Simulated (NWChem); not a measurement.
The numbers come from NWChem runs, not from measurements. System: CH6BClO, charge 0, spin multiplicity 1, at a geometry optimised with PBE/def2-SVP. The structure started from a generated list of species. Level: MP2/def2-TZVP, 8 core orbitals frozen.

NWChem printed:

```
             Northwest Computational Chemistry Package (NWChem) 7.3.0
             --------------------------------------------------------

                                NWChem Input Module
                                -------------------

 Scaling coordinates for geometry "geometry" by  1.889725989
 (inverse scale =  0.529177249)

                             Geometry "geometry" -> ""
                             -------------------------

 Output coordinates in angstroms (scale by  1.889725989 to convert to a.u.)

  No.       Tag          Charge          X              Y              Z
 ---- ---------------- ---------- -------------- -------------- --------------
    1 B                    5.0000     0.99739500     0.14121800     0.34021800
    2 H                    1.0000     0.92222300     0.52445800     1.50247000
    3 H                    1.0000     2.06341600     0.31350700    -0.23349400
    4 Cl                  17.0000     0.24904000    -1.51261700     0.07462800
    5 C                    6.0000    -1.31973900     1.39813500     0.00427500
    6 O                    8.0000     0.01785400     1.18439600    -0.50749200
    7 H                    1.0000    -1.28680700     1.87589000     1.00421300
    8 H                    1.0000    -1.76153400     0.38932200     0.08693200
    9 H                    1.0000    -1.88797000     2.01152300    -0.72018500
   10 H                    1.0000     0.50561700     2.02973000    -0.57542000

 Effective nuclear repulsion energy (a.u.)     157.8471109757

            Nuclear Dipole moment (a.u.)
            ----------------------------
        X                 Y               Z
 ---------------- ---------------- ----------------
    -0.0000037795     0.0000170075    -0.0000075589


 Summary of "ao basis" -> "" (spherical)
 ------------------------------------------------------------------------------
       Tag                 Description            Shells   Functions and Types
 ---------------- ------------------------------  ------  ---------------------
 *                         def2-tzvp                  on all atoms

 Summary of "ao basis" -> "ao basis" (spherical)
 ------------------------------------------------------------------------------
       Tag                 Description            Shells   Functions and Types
 ---------------- ------------------------------  ------  ---------------------
 B                         def2-tzvp                11       31   5s3p2d1f
 H                         def2-tzvp                 4        6   3s1p
 Cl                        def2-tzvp                13       37   5s5p2d1f
 C                         def2-tzvp                11       31   5s3p2d1f
 O                         def2-tzvp                11       31   5s3p2d1f

                                 NWChem SCF Module
                                 -----------------

  ao basis        = "ao basis"
  functions       =   166
  atoms           =    10
  closed shells   =    21
  open shells     =     0
  charge          =   0.00
  wavefunction    = RHF
  use symmetry    = F
  symmetry adapt  = F

 Summary of "ao basis" -> "ao basis" (spherical)
 ------------------------------------------------------------------------------
       Tag                 Description            Shells   Functions and Types
 ---------------- ------------------------------  ------  ---------------------
 B                         def2-tzvp                11       31   5s3p2d1f
 H                         def2-tzvp                 4        6   3s1p
 Cl                        def2-tzvp                13       37   5s5p2d1f
 C                         def2-tzvp                11       31   5s3p2d1f
 O                         def2-tzvp                11       31   5s3p2d1f

 Forming initial guess at       0.1s

      Superposition of Atomic Density Guess
      -------------------------------------

 Sum of atomic energies:        -599.46689211

      Non-variational initial energy
      ------------------------------

 Total energy =    -601.118697
 1-e energy   =   -1137.439377
 2-e energy   =     378.473569
 HOMO         =      -0.343811
 LUMO         =       0.046075

 Starting SCF solution at       5.7s
[...]
    55      0.186629   4 Cl px               59     -0.161010   4 Cl py

 Vector   21  Occ=2.000000D+00  E=-3.896282D-01
              MO Center=  5.9D-01, -8.8D-01,  2.3D-01, r^2= 2.6D+00
   Bfn.  Coefficient  Atom+Function         Bfn.  Coefficient  Atom+Function
  ----- ------------  ---------------      ----- ------------  ---------------
    60      0.379228   4 Cl pz               63      0.278366   4 Cl pz
    58     -0.239716   4 Cl px               57      0.179683   4 Cl pz
    61     -0.176921   4 Cl px               34     -0.152491   2 H  s

 Vector   22  Occ=0.000000D+00  E= 9.963366D-02
              MO Center=  4.4D-01,  2.3D+00, -3.4D-01, r^2= 4.4D+00
   Bfn.  Coefficient  Atom+Function         Bfn.  Coefficient  Atom+Function
  ----- ------------  ---------------      ----- ------------  ---------------
    85      2.373270   5 C  s               163     -1.219735  10 H  s
     5     -0.982747   1 B  s               145     -0.904180   7 H  s
   157     -0.842885   9 H  s               116      0.635615   6 O  s
   151     -0.621765   8 H  s                 4      0.554465   1 B  s
    13     -0.431955   1 B  py              123      0.369811   6 O  px

 Vector   23  Occ=0.000000D+00  E= 1.439207D-01
              MO Center= -1.6D+00,  1.5D+00,  3.8D-01, r^2= 6.5D+00
   Bfn.  Coefficient  Atom+Function         Bfn.  Coefficient  Atom+Function
  ----- ------------  ---------------      ----- ------------  ---------------
    85      4.426638   5 C  s               145     -1.944330   7 H  s
   157     -1.565799   9 H  s               151     -1.457428   8 H  s
   116     -1.349567   6 O  s                 5     -0.449730   1 B  s
    12      0.414471   1 B  px               92      0.370738   5 C  px
    14     -0.334893   1 B  pz               48      0.323276   4 Cl s

 Vector   24  Occ=0.000000D+00  E= 1.634307D-01
              MO Center=  1.1D+00,  1.2D+00,  6.9D-01, r^2= 8.6D+00
   Bfn.  Coefficient  Atom+Function         Bfn.  Coefficient  Atom+Function
  ----- ------------  ---------------      ----- ------------  ---------------
     5      3.171332   1 B  s                34     -1.616962   2 H  s
   157     -1.583033   9 H  s                 4     -1.200005   1 B  s
    13      1.128673   1 B  py               14      1.045268   1 B  pz
    40     -0.917282   3 H  s               163     -0.743828  10 H  s
    92     -0.738096   5 C  px               94     -0.673259   5 C  pz

 center of mass
 --------------
 x =   0.06332814 y =  -0.19878490 z =  -0.01506496

 moments of inertia (a.u.)
 ------------------
         526.152138902194         135.420521479461         -16.876107406485
         135.420521479461         205.425062616979          46.466712804092
         -16.876107406485          46.466712804092         661.626788535136

  Mulliken analysis of the total density
  --------------------------------------

    Atom       Charge   Shell Charges
 -----------   ------   -------------------------------------------------------
    1 B    5     4.93   0.91  1.07  0.45  0.49  0.02  0.87  0.85  0.07  0.06  0.12  0.02
    2 H    1     1.06   0.26  0.53  0.26  0.01
    3 H    1     1.04   0.26  0.53  0.25  0.01
    4 Cl  17    17.32   2.01  0.45  1.52  1.07  0.86  4.19  1.69  1.09  2.86  1.55  0.01  0.03  0.00
    5 C    6     6.15   0.85  1.12  0.48  0.69  0.08  1.19  1.32  0.30  0.03  0.08  0.01
    6 O    8     8.31   0.79  1.18  0.55  0.99  0.17  1.86  2.11  0.63  0.00  0.03  0.00
    7 H    1     0.86   0.26  0.48  0.10  0.02
    8 H    1     0.83   0.26  0.46  0.09  0.02
    9 H    1     0.86   0.26  0.49  0.09  0.02
   10 H    1     0.63   0.24  0.33  0.02  0.04

       Multipole analysis of the density wrt the origin
       ------------------------------------------------

     L   x y z        total         open         nuclear
     -   - - -        -----         ----         -------
     0   0 0 0     -0.000000      0.000000     42.000000

     1   1 0 0     -0.932106      0.000000     -0.000004
     1   0 1 0      2.126984      0.000000      0.000017
     1   0 0 1     -0.274456      0.000000     -0.000008

     2   2 0 0    -24.128270      0.000000    107.732905
     2   1 1 0     -0.468039      0.000000    -76.214135
     2   1 0 1     -0.592683      0.000000      8.690089
     2   0 2 0    -21.180514      0.000000    264.818817
     2   0 1 1     -1.037128      0.000000    -22.982313
     2   0 0 2    -26.065899      0.000000     24.681861

                   NWChem MP2 Semi-direct Energy/Gradient Module
                   ---------------------------------------------

  Basis functions       =    166
  Molecular orbitals    =    166
  Frozen core           =      8
  Frozen virtuals       =      0
  Active alpha occupied =     13
  Active beta occupied  =     13
  Active alpha virtual  =    145
  Active beta virtual   =    145
  Use MO symmetry       = F
  Use skeleton AO sym   = F

  AO/Fock/Back tols     =   1.0D-09  1.0D-09  1.0D-09

 GA uses MA = F    GA memory limited = T

 Available:
  local mem=  1.15D+08
 global mem=  1.31D+08
 local disk=  0.00D+00
  mp2_memr nvloc                   145
  nvloc new                   145
   1 passes of  13:        5242880                     150426                  85658556.
   1 passes of  13: M    114679169           G      131016888           F     109436289.

 Semi-direct pass number   1 of   1  for RHF alpha+beta  at       67.1s
  vrange nnbf                 13358
  mp2_eaftype                   326  avail_ma_in_mb                   999
 EAF : mp2_eaftype filesize         326   42829278.
  mp2_eaf for mointskh                    326
Node 0 wrote    201.4 Mb in      0.1 s     Agg I/O rate:  2184.9 Mb/s
 Done moints_semi at       86.8s
  mp2_eaftype                   326  avail_ma_in_mb                   673
 EAF : mp2_eaftype filesize         326   42829278.
  mp2_eaf for kh                   326
 Done maket at       87.7s
 Done multipass loop at       87.7s

          -------------------------------------------
          SCF energy                -600.491353860917
          Correlation energy          -0.719371104528
          Singlet pairs               -0.467480454582
          Triplet pairs               -0.251890649946
          Total MP2 energy          -601.210724965445
          -------------------------------------------

          ---------------------------------------------------
                    Spin Component Scaled (SCS) MP2
          Same spin pairs                     -0.167927099964
          Same spin scaling factor             0.333333333333
          Opposite spin pairs                 -0.551444004564
          Opposite spin scaling fact.          1.200000000000
          SCS-MP2 correlation energy          -0.717708505465
          Total SCS-MP2 energy              -601.209062366382
          ---------------------------------------------------

 -----------------------
 Performance information
 -----------------------

 Timer overhead =  1.92D-07 seconds/call

               Nr. of calls         CPU time (s)                 Wall time (s)                GFlops
             ---------------    -------------------     ------------------------------   -------------------
Name         Min   Avg   Max    Min     Avg     Max     Min     Avg     Max   Mx/calls   Min     Max     Sum
mp2: moin     1     1     1    20.     20.     20.      20.     20.     20.     20.      0.0     0.0     0.0
mp2: make     1     1     1   0.92    0.92    0.92     0.92    0.92    0.92    0.92      0.0     0.0     0.0
mp2: tota     1     1     1    21.     21.     21.      21.     21.     21.     21.      0.0     0.0     0.0

 The average no. of pstat calls per process was 3.00D+00
 with a timing overhead of 5.77D-07s

 Task  times  cpu:       87.7s     wall:       87.7s

 Total times  cpu:       87.7s     wall:       87.7s
```

Task: Write an NWChem input that would produce this output.

Result: Several could match; the one computed here: 
```
start mol
memory heap 200 mb stack 800 mb global 1000 mb
geometry units angstroms nocenter noautoz noautosym
  B      0.997395     0.141218     0.340218
  H      0.922223     0.524458     1.502470
  H      2.063416     0.313507    -0.233494
  Cl     0.249040    -1.512617     0.074628
  C     -1.319739     1.398135     0.004275
  O      0.017854     1.184396    -0.507492
  H     -1.286807     1.875890     1.004213
  H     -1.761534     0.389322     0.086932
  H     -1.887970     2.011523    -0.720185
  H      0.505617     2.029730    -0.575420
end
basis spherical
  * library def2-tzvp
end
scf
  rhf
  nopen 0
  maxiter 100
  thresh 1e-7
  semidirect memsize 60000000 filesize 0
end
mp2
  freeze core 8
end
task mp2 energy
```
